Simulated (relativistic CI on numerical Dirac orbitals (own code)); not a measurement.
**Sensitivity of the levels of Mg⁴⁺ to α**

Method of calculation: Dirac-Coulomb-Breit CI, KLI orbitals optimised for each configuration, valence Slater integrals scaled by 0.85, P86 correlation energy added to each configuration, derivatives by finite differences, QED left out (own radial code, finite nucleus).

Configuration list (outside the closed core 1s2): 2s2.2p4, 2s.2p5, 2p6, 2s2.2p3.3s, 2s2.2p3.3p, 2s2.2p3.3d, 2p5.3s, 2s.2p4.3s. Levels of other configurations are missing.

With x = (α/α₀)² − 1 an excitation energy changes as ω = ω₀ + qx; K = 2q/ω₀ is the relative enhancement. Terms are leading LS components, so labels can repeat.

Lowest level 2s2.2p4 3P_2.

```tsv
Level	ω₀ (cm⁻¹)	q (cm⁻¹)	K
2s2.2p4 3P_1	1767	1809	2.05
2s2.2p4 3P_0	2489	2450	1.97
2s2.2p4 1D_2	33033	973.9	0.059
2s2.2p4 1S_0	66390	1289	0.0388
2s.2p5 3P°_2	294617	3261	0.0221
2s.2p5 3P°_1	296216	4852	0.0328
2s.2p5 3P°_0	297082	5733	0.0386
2s.2p5 1P°_1	402010	4293	0.0214
2s2.2p3.3s 5S°_2	674582	98.37	0.000292
2s2.2p3.3s 3S°_1	688718	112.7	0.000327
2p6 1S_0	699342	7323	0.0209
2s2.2p3.3s 3D°_3	727533	70.08	0.000193
2s2.2p3.3s 3D°_2	727534	-30.76	-8.46e-05
2s2.2p3.3s 3D°_1	727555	-50.57	-0.000139
2s2.2p3.3s 1D°_2	734567	-42.77	-0.000116
2s2.2p3.3p 5P_1	737207	466.4	0.00127
2s2.2p3.3p 5P_2	737324	580.2	0.00157
2s2.2p3.3p 5P_3	737524	787.8	0.00214
2s2.2p3.3s 3P°_0	750578	372.7	0.000993
2s2.2p3.3s 3P°_1	750624	490.7	0.00131
2s2.2p3.3s 3P°_2	750753	789.5	0.0021
2s2.2p3.3p 3P_1	751124	617	0.00164
2s2.2p3.3p 3P_2	751160	684.4	0.00182
```

At this charge configurations can still be misplaced by up to about 7 % of their energy.
